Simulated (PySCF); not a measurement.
How methods differ on the excitation energy of Ru²⁺

Ru²⁺ [Kr] 4d6 (5D) → Ru²⁺ [Kr] 4d5 5s1 (7S), as a difference of total energies. Computed with PySCF 2.14 in aug-cc-pVTZ-PP with ECP28MDF (6s6p5d3f2g, 88 functions), with scalar relativity through the core potential. Correlated levels: valence: 4s2 4p6 frozen. The calculations carry no spin-orbit coupling.

```tsv
method	excitation energy (eV)
UHF	2.436
MP2 (valence)	3.075
SCS-MP2 (valence)	3.730
CCSD (valence)	3.052
CCSD(T) (valence)	3.077
```

Question: How much does correlation contribute at CCSD(T) (valence)?

Answer: 3.077 − (2.436) = 0.641 eV, measured against UHF.
